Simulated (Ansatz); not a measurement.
Ansatz (an electronic-structure program) input (B3LYP-D3(BJ)/def2-TZVP):

Ansatz 0.2 input:
```yaml
crystal:
  periodic: [false, false, false]
  atoms:
    - {symbol: Zr, position_ang: [0.00140765, 0.33775539, 0.07393778]}
    - {symbol: O, position_ang: [1.00477396, -0.66753935, -1.01190569]}
    - {symbol: O, position_ang: [-1.01181221, -1.02123761, 0.64221679]}
basis:
  gaussian:
    orbitals: def2-TZVP
hamiltonian:
  xc: b3lyp
  dispersion: d3bj
total_charge: 1
magnetization: {spin_polarized: true, initial_magnetization: 1}
phonons: {temperatures: {t_min: 298.15, t_max: 298.15, t_step: 100}}
```

Output:

```
Functional definition: B3LYP
integrals: 0.03 GiB planned
657 factors; their error is unknown
mean field: 0.35 GiB planned
mean field evaluation 1: about -5337.0556 eV, gradient 9.2e1 eV
mean field evaluation 2: about -4902.8670 eV, gradient 2.6e2 eV
mean field evaluation 4: about -5367.6325 eV, gradient 1.6e1 eV
mean field evaluation 8: about -5368.7156 eV, gradient 8.5e-2 eV
mean field evaluation 16: about -5368.7417 eV, gradient 2.8e-4 eV
mean field -5368.74169838 eV, -197.2976183518 hartree, gradient 1.6e-5 eV, S^2 0.791225; 1 other end points of the search recorded, 0 dependent functions left out
the calculation of the forces begins
reference -5368.74193780 eV, -197.2976271500 hartree; 14, 13 occupied and 88, 89 virtual orbitals, 657 factors
these checks for a lower state are left out or cut short: stability, starts, cluster_reference, orbital_swaps, neighbouring_geometries, increment
integrals: 0.03 GiB planned
657 factors; their error is unknown
mean field: 0.35 GiB planned
mean field evaluation 32: about -5368.7417 eV, gradient 2.8e-6 eV
mean field -5368.74165997 eV, -197.2976169400 hartree, gradient 2.8e-6 eV, S^2 0.791408; 0 other end points of the search recorded, 0 dependent functions left out
the calculation of the forces begins
reference -5368.74189944 eV, -197.2976257406 hartree; 14, 13 occupied and 88, 89 virtual orbitals, 657 factors
these checks for a lower state are left out or cut short: stability, starts, cluster_reference, orbital_swaps, neighbouring_geometries, increment
integrals: 0.03 GiB planned
657 factors; their error is unknown
mean field: 0.34 GiB planned
mean field -5368.74165689 eV, -197.2976168269 hartree, gradient 1.1e-6 eV, S^2 0.791032; 0 other end points of the search recorded, 0 dependent functions left out
the calculation of the forces begins
reference -5368.74189624 eV, -197.2976256227 hartree; 14, 13 occupied and 88, 89 virtual orbitals, 657 factors
these checks for a lower state are left out or cut short: stability, starts, cluster_reference, orbital_swaps, neighbouring_geometries, increment
integrals: 0.03 GiB planned
657 factors; their error is unknown
mean field: 0.34 GiB planned
mean field -5368.74166907 eV, -197.2976172745 hartree, gradient 2.8e-6 eV, S^2 0.791424; 0 other end points of the search recorded, 0 dependent functions left out
the calculation of the forces begins
reference -5368.74190857 eV, -197.2976260760 hartree; 14, 13 occupied and 88, 89 virtual orbitals, 657 factors
these checks for a lower state are left out or cut short: stability, starts, cluster_reference, orbital_swaps, neighbouring_geometries, increment
integrals: 0.03 GiB planned
657 factors; their error is unknown
mean field: 0.35 GiB planned
mean field -5368.74164263 eV, -197.2976163027 hartree, gradient 2.8e-6 eV, S^2 0.791017; 0 other end points of the search recorded, 0 dependent functions left out
the calculation of the forces begins
reference -5368.74188195 eV, -197.2976250977 hartree; 14, 13 occupied and 88, 89 virtual orbitals, 657 factors
these checks for a lower state are left out or cut short: stability, starts, cluster_reference, orbital_swaps, neighbouring_geometries, increment
integrals: 0.03 GiB planned
657 factors; their error is unknown
mean field: 0.35 GiB planned
mean field -5368.74168760 eV, -197.2976179557 hartree, gradient 2.2e-6 eV, S^2 0.791127; 0 other end points of the search recorded, 0 dependent functions left out
the calculation of the forces begins
reference -5368.74192698 eV, -197.2976267527 hartree; 14, 13 occupied and 88, 89 virtual orbitals, 657 factors
these checks for a lower state are left out or cut short: stability, starts, cluster_reference, orbital_swaps, neighbouring_geometries, increment
integrals: 0.03 GiB planned
657 factors; their error is unknown
mean field: 0.35 GiB planned
mean field evaluation 64: about -5368.7158 eV, gradient 1.4e-1 eV
mean field -5368.74168686 eV, -197.2976179282 hartree, gradient 2.2e-6 eV, S^2 0.791320; 0 other end points of the search recorded, 0 dependent functions left out
the calculation of the forces begins
reference -5368.74192630 eV, -197.2976267276 hartree; 14, 13 occupied and 88, 89 virtual orbitals, 657 factors
WARN: phonons: modes at or below zero, which the zero-point energy, F, S and C_V leave out: 1, the lowest at -183.74 cm⁻¹ …
Total energy: -5368.82615204 eV, -197.3007219664 hartree
Atom 0 at     0.001408     0.337755     0.073938 Å, force     0.000001     0.000265     0.000058 eV/Å
Atom 1 at     1.004774    -0.667539    -1.011906 Å, force     0.000100    -0.000115    -0.000112 eV/Å
Atom 2 at    -1.011812    -1.021238     0.642217 Å, force    -0.000101    -0.000150     0.000054 eV/Å
Dipole moment:     0.005784     1.387793     0.303801 e Å
Vibrations: -183.74 191.61 903.98 cm⁻¹, zero-point energy 0.067918 eV
```

The spin state was set by rule; other spins were not relaxed.
